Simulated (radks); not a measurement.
Yb5+, 65 electrons, occupied as [Kr] 4d10 4f12 5s2 5p5. Method: Dirac Kohn-Sham, PBE, spin-unpolarised, spherical densities, point nucleus; open shells fill j = l - 1/2 first; computed with a radial shooting solver on a logarithmic mesh with Libxc functionals.

Normalised radial functions P(r) = r R(r) (large component), r in bohr:

```
   r/bohr * 4d3/2, o 4d5/2, + 4f7/2 (the largest magnitude, 1.47, reaches the edge; | marks zero, & curves that meet)
0.0007179                             &
0.0009424                             &
 0.001247                             &
 0.001637                             &
 0.002165                             &
 0.002842                             &
 0.003761                             &
 0.004936                             &
 0.006531                             &
 0.008573                             &
  0.01134                             &
  0.01489                             &
   0.0197                             +&
  0.02586                             +o*
  0.03421                             +  &
  0.04491                             +    &
  0.05942                             |+      &
  0.07799                             |+         o*
   0.1032                             | +            &
   0.1355                             |    +          &
   0.1792                             |        + &
   0.2352                             *o           +
   0.3088              *o             |                 +
   0.4086   *o                        |                     +
   0.5363  &                          |                     +
   0.7096         &                   |                  +
   0.9314                  &          |             +
    1.232                         &   |        +
    1.617                            &|    +
     2.14                             & +
    2.809                             &+
    3.717                             &
```

4d3/2: eigenvalue -256.65 eV, 1 radial node at r = 0.233 bohr, <r> = 0.550 bohr, 90 % of the charge inside 0.826 bohr. 4d5/2: eigenvalue -247.39 eV, 1 radial node at r = 0.238 bohr, <r> = 0.561 bohr, 90 % of the charge inside 0.843 bohr. 4f7/2: eigenvalue -73.701 eV, 0 radial nodes, <r> = 0.693 bohr, 90 % of the charge inside 1.16 bohr.
